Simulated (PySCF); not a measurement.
PySCF job for SiHI, SMILES [SiH]I (connectivity only; charge and spin as stated), neutral, multiplicity 1, PBE0-D3(BJ)/def2-TZVP. Coordinates come from a PBE0-D3(BJ)/def2-TZVP optimisation. The def2 effective core potentials stand for the cores of I; spin–orbit coupling is left out.

```python
import numpy as np
from pyscf import gto, scf, dft, df
from pyscf.hessian import thermo

mol = gto.M(
    atom='''
    Si    0.10689579   -1.91477100    0.00000000
    H    -1.41170947   -2.06256430    0.00000000
    I    -0.00160060    0.54470487    0.00000000
    ''',
    basis='def2-TZVP',
    ecp={'I': 'def2-tzvp'},
    charge=0,
    spin=0,
    max_memory=1600,
    verbose=3,
)
mf = dft.RKS(mol, xc='pbe0').density_fit(auxbasis='def2-universal-jkfit')
mf.disp = 'd3bj'
mf.grids.level = 3
mf.conv_tol = 1e-11
mf.max_cycle = 100
mf.kernel()

# analytic Hessian; the response equations are solved on a coarser grid
h, args, fine = mf.Hessian(), (mf.mo_energy, mf.mo_coeff, mf.mo_occ), mf.grids
h.max_memory = max(150, 2.5e-5 * df.make_auxmol(mol, mf.with_df.auxbasis).nao * mol.nelec[0] * (mol.nelec[0] + mol.nao))  # MB; small integral blocks
h1ao = h.make_h1(mf.mo_coeff, mf.mo_occ)
mf.grids = dft.Grids(mol).set(level=1).build(with_non0tab=True)
mo1, mo_e1 = h.solve_mo1(*args, h1ao)
mf.grids = fine
hess = h.hess_elec(*args, mo1, mo_e1, h1ao) + h.hess_nuc()
if mf.do_disp():
    hess += h.get_dispersion()
for i in range(mol.natm):  # the analytic DFT Hessian lacks the response of the grid: restore translational invariance
    hess[i, i] -= hess[i].sum(axis=0)
hess = (hess + hess.transpose(1, 0, 3, 2)) / 2
vib = thermo.harmonic_analysis(mol, hess, imaginary_freq=False)
thermo.dump_normal_mode(mol, vib)
th = thermo.thermo(mf, vib['freq_au'][vib['freq_au'] > 0], 298.15, 101325)
thermo.dump_thermo(mol, th)
g0 = mf.nuc_grad_method().set(verbose=0).kernel()

# dipole derivatives [dipole axis, atom, xyz] from the same response
r, irp = mol.intor('int1e_r'), mol.intor('int1e_irp').reshape(3, 3, mol.nao, mol.nao)
sl, dm0, ok = mol.aoslice_by_atom(), np.array(mf.make_rdm1()), []
dmu = np.einsum('a,xt->xat', mol.atom_charges(), np.eye(3))
for a, (_, _, p0, p1) in enumerate(sl):
    dmu[:, a] += 2 * np.einsum('xtij,ij->xt', irp[:, :, :, p0:p1], dm0.reshape(-1, mol.nao, mol.nao).sum(0)[:, p0:p1])
    for u, c, occ, f in [(mo1, mf.mo_coeff, mf.mo_occ, 4)]:
        dmu[:, a] -= f * np.einsum('tui,xuv,vi->xt', u[a], r, c[:, occ > 0], optimize=True)
L = vib['norm_mode']
ir = 974.8801 * (np.einsum('xat,kat->kx', dmu, L) ** 2).sum(1)       # km/mol
apt = np.einsum('xax->a', dmu) / 3

# polarisability derivatives from nuclear gradients in small electric fields
h0, F = mf.get_hcore(), 0.005
def in_field(f, guess):
    m = mf.copy()
    m.verbose, m.conv_tol, m.conv_tol_grad = 0, 1e-11, 2e-7
    m.get_hcore = lambda *a: h0 + np.einsum('x,xij->ij', f, r)
    m.kernel(guess)
    ok.append(m.converged)
    dm = np.array(m.make_rdm1())
    g = m.nuc_grad_method().kernel() - np.outer(mol.atom_charges(), f)
    for a, (_, _, p0, p1) in enumerate(sl):
        g[a] -= 2 * np.einsum('x,xtij,ij->t', f, irp[:, :, :, p0:p1], dm[:, p0:p1])
    return g, -np.einsum('xij,ij->x', r, dm), dm
E = np.eye(3) * F
g0, _, dm0 = in_field(np.zeros(3), dm0)
gp = [in_field(e, dm0) for e in E]
gm = [in_field(-e, 2 * dm0 - p[2]) for e, p in zip(E, gp)]
alpha = np.array([(p[1] - q[1]) / (2 * F) for p, q in zip(gp, gm)])  # bohr^3
check = abs(np.array([-(p[0] - q[0]) / (2 * F) for p, q in zip(gp, gm)]) - dmu).max()
print('static polarisability / bohr^3:', alpha.round(3))
print('largest difference of analytic and finite-field dipole derivatives / e:', check)
da = np.zeros((3, 3, mol.natm, 3))
for x in range(3):
    da[x, x] = -(gp[x][0] + gm[x][0] - 2 * g0) / F**2
for x, y in ((0, 1), (0, 2), (1, 2)):
    up, down = in_field(E[x] + E[y], gp[x][2] + gp[y][2] - dm0), in_field(-E[x] - E[y], gm[x][2] + gm[y][2] - dm0)
    both = -(up[0] + down[0] - 2 * g0) / F**2
    da[x, y] = da[y, x] = (both - da[x, x] - da[y, y]) / 2
aq = np.einsum('xyat,kat->kxy', da, L) * 0.529177210903**2           # A^2/amu^1/2
a = np.einsum('kxx->k', aq) / 3
g2 = 1.5 * (aq**2).sum((1, 2)) - 4.5 * a**2
raman, depol = 45 * a**2 + 7 * g2, 3 * g2 / (45 * a**2 + 4 * g2 + 1e-12)
print('mode   freq/cm-1   IR/(km/mol)   Raman/(A^4/amu)   depolarisation')
for k, w in enumerate(vib['freq_wavenumber']):
    print(f'{k + 1:4d} {w:11.2f} {ir[k]:13.3f} {raman[k]:17.3f} {depol[k]:16.3f}')
print('max |gradient| / (hartree/bohr):', abs(g0).max())
print('APT charges:', apt.round(4))
```

Log of the run:

```
converged SCF energy = -587.683009363203

WARN: DFTD3 does not support analytical Hessian, using finite difference


WARN: Mole.unit (angstrom) is changed to Bohr

Mode                                 0                   1                   2
Irrep
Freq [cm^-1]                      353.3659            733.4590           2038.9088
Reduced mass [au]                  20.0808              1.0521              1.0437
Force const [Dyne/A]                1.4773              0.3335              2.5564
Char temp [K]                     508.4148           1055.2842           2933.5359
Normal mode                   x     y     z       x     y     z       x     y     z
       0  Si                 0.00 -0.17 -0.00    0.02 -0.03 -0.00    0.04  0.00  0.00
       1   H                 0.00 -0.14 -0.00   -0.05  0.97  0.00   -0.98 -0.07 -0.00
       2   I                -0.00  0.04 -0.00   -0.00 -0.00  0.00   -0.00  0.00 -0.00
temperature 298.1500 [K]
pressure 101325.00 [Pa]
Rotational constants [GHz] 224.35098 3.51331 3.45914
Symmetry number 1
Zero-point energy (ZPE) 0.00712 [Eh]   18696.040 [J/mol]
                           tot       elec      trans        rot        vib
Entropy [J/mol/K]       270.947      0.000    171.726     93.275      5.946
Cv [J/mol/K]             34.756      0.000     12.472     12.472      9.812
Cp [J/mol/K]             43.070      0.000     20.786     12.472      9.812
Internal energy [J/mol]                      3718.434   3718.434  19898.486
Internal energy [Eh]   -587.67260  -587.68301
Enthalpy [J/mol]                             6197.391   3718.434  19898.486
Enthalpy [Eh]          -587.67165
Gibbs free energy [J/mol]                  -45002.674 -24091.570  18125.692
Gibbs free energy [Eh] -587.70242
static polarisability / bohr^3: [[51.766 -0.521 -0.   ]
 [-0.527 90.925 -0.   ]
 [-0.    -0.    44.358]]
largest difference of analytic and finite-field dipole derivatives / e: 0.0018237280449162618
mode   freq/cm-1   IR/(km/mol)   Raman/(A^4/amu)   depolarisation
   1      353.37        46.999            24.897            0.268
   2      733.46        38.740             6.483            0.612
   3     2038.91       204.738           183.980            0.386
max |gradient| / (hartree/bohr): 5.4083945894408824e-05
APT charges: [ 0.5933 -0.1897 -0.4037]
```

The calculation finished and met its thresholds.

Cost: roughly 50 core-seconds.
